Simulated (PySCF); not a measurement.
Computed IR spectrum (relative IR intensity) of a molecule CH6O2Si2. The structure is a stationary point at PBE-D3(BJ)/def2-SVP. One conformer was computed; it need not be the lowest. Level of theory: PBE-D3(BJ)/def2-SVP in PySCF. Frequencies are harmonic and unscaled.

```
ν (cm⁻¹)  relative intensity
--------  ------------------
84                       2.3
144                      2.7
453                      5.2
680                      4.0
710                       11
714                       15
848                       89
865                      4.7
907                       52
912                       17
916                       23
964                       55
1059                     100
1325                     3.1
1733                      26
2153                      14
2164                      25
2167                      61
2193                      26
2715                      41
```

Question: Pick the molecule that these values belong to.
A) O=C([SiH3])O[SiH3]
B) O=CO[SiH2][SiH3]
C) C1O[SiH2]O[SiH2]1
D) O=C[SiH2]O[SiH3]

Answer: D, O=C[SiH2]O[SiH3]
